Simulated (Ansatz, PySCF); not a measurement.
Gas-phase reaction (SMILES): [SiH3][Si](Cl)(Cl)Cl + 4 [H][H] (H2) → 3 Cl (HCl) + 2 [SiH4] (SiH4); energy of full hydrogenation.

Structures are relaxed separately at B3LYP-D3(BJ)/def2-TZVP in Ansatz (a quantum-chemistry and plane-wave program). Correlated levels leave the core frozen unless marked. Spin-orbit coupling is left out. No relativistic terms. CBS marks a two-point X^-3 extrapolation of the correlation energy; Hartree-Fock from the larger set. Thermal terms are rigid-rotor harmonic-oscillator values from B3LYP-D3(BJ) frequencies (PySCF) at 298.15 K and 1 atm. 1 Eh = 627.5095 kcal/mol.

| species | E, CCSD(T)/CBS(cc-pV(T+d)Z,cc-pV(Q+d)Z) (Ansatz) (Eh) | E, PBE-D3(BJ)/def2-TZVPD (Ansatz + dftd3) (Eh) | H - E (Eh) | G - E (Eh) |
|---|---|---|---|---|
| [SiH3][Si](Cl)(Cl)Cl | -1959.43583 | -1960.75261 | 0.03983 | -0.00292 |
| [H][H] (H2) | -1.17450 | -1.16598 | 0.01336 | -0.00144 |
| Cl (HCl) | -460.37849 | -460.62865 | 0.01000 | -0.01120 |
| [SiH4] (SiH4) | -291.45815 | -291.72290 | 0.03520 | 0.01198 |

Work out ΔE and ΔH, ΔG, ΔS and the equilibrium constant at 298.15 K at the first level, then ΔH at the second.


1. ΔE = [3×(-460.37849) + 2×(-291.45815)] - [(-1959.43583) + 4×(-1.17450)] = 0.08206 Eh = 51.5 kcal/mol at CCSD(T)/CBS(cc-pV(T+d)Z,cc-pV(Q+d)Z).
2. The terms H - E add up to 0.00713 Eh, so ΔH = (0.08206 + (0.00713))×627.5095 = 56.0 kcal/mol.
3. The terms G - E add up to -0.00096 Eh, so ΔG = 50.9 kcal/mol, and ΔS = (0.00713 - (-0.00096))×627509.5/298.15 = 17.0 cal/(mol K).
4. log10 K = -ΔG/(RT ln 10) = -37.3, with RT ln 10 = 1.3642 kcal/mol.
5. With ΔH and ΔS taken as constant, ΔG changes sign near ΔH/ΔS = 3290 K, a rough figure that leaves out heat capacities.
6. At PBE-D3(BJ)/def2-TZVPD the same steps give ΔE = 53.2 and ΔH = 57.7 kcal/mol, a shift of +1.7 from the first level.
7. These values are not checked against measurement here, since the tables used lack a sound gas-phase enthalpy of formation for at least one species.
